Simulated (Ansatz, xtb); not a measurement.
C3H8N2Si: where a starting geometry ends

The starting geometry of this gas-phase singlet was built from a drawn formula by distance geometry and a force field; its bonds are those of `NC[C@@H]1C=N[SiH2]1`.

```yaml
atoms:
  - { symbol: C, position_ang: [0.1778, 0.4757, -0.2210] }
  - { symbol: C, position_ang: [1.3193, -0.3955, 0.3537] }
  - { symbol: C, position_ang: [0.8359, -1.3802, 1.4043] }
  - { symbol: N, position_ang: [0.7628, 1.4303, -1.2404] }
  - { symbol: N, position_ang: [1.4792, -1.0242, 2.4729] }
  - { symbol: Si, position_ang: [2.3242, 0.3249, 1.7422] }
  - { symbol: H, position_ang: [1.0548, 0.8833, -2.0456] }
  - { symbol: H, position_ang: [0.0113, 2.0041, -1.5394] }
  - { symbol: H, position_ang: [-0.5416, -0.1483, -0.7196] }
  - { symbol: H, position_ang: [-0.2853, 1.0527, 0.5339] }
  - { symbol: H, position_ang: [1.8806, -0.9035, -0.4076] }
  - { symbol: H, position_ang: [0.1575, -2.1897, 1.2591] }
  - { symbol: H, position_ang: [1.8626, 1.5662, 2.3155] }
  - { symbol: H, position_ang: [3.7733, -0.0286, 1.6770] }
```

Q: Predict what becomes of its bonds when it is optimised with r2SCAN-D4/def2-SVP.

A: It keeps its bonds, and is `NC[C@@H]1C=N[SiH2]1`.

The energy falls by 0.70 eV over 9 steps:

```json
{"step": "1", "E − E(last) (eV)": "0.701"}
{"step": "2", "E − E(last) (eV)": "0.093"}
{"step": "3", "E − E(last) (eV)": "0.046"}
{"step": "4", "E − E(last) (eV)": "0.004"}
{"step": "5", "E − E(last) (eV)": "0.001"}
{"step": "6", "E − E(last) (eV)": "0.000"}
{"step": "7", "E − E(last) (eV)": "0.000"}
{"step": "8", "E − E(last) (eV)": "0.000"}
{"step": "9", "E − E(last) (eV)": "0.000"}
```

Final geometry (Å):

```csv
atom,x (Å),y (Å),z (Å)
C,0.1525,0.4157,-0.3162
C,1.2362,-0.4569,0.3087
C,0.8494,-1.3542,1.4811
N,0.7766,1.4729,-1.1000
N,1.4921,-1.0805,2.5663
Si,2.3295,0.2699,1.6896
H,1.2598,1.0673,-1.9031
H,0.0667,2.0956,-1.4856
H,-0.5597,-0.2250,-0.8859
H,-0.4395,0.8899,0.4880
H,1.7728,-1.0221,-0.4785
H,0.0914,-2.1661,1.4241
H,1.9713,1.6228,2.2020
H,3.8133,0.1379,1.5948
```

From the same start GFN2-xTB reaches the same bonding as this run.

No frequencies were run, so the end isn't proven a minimum. Run with Ansatz 0.2.0, 28 s on 2 threads of Intel(R) Xeon(R) Processor @ 2.70GHz, with other jobs on the host.
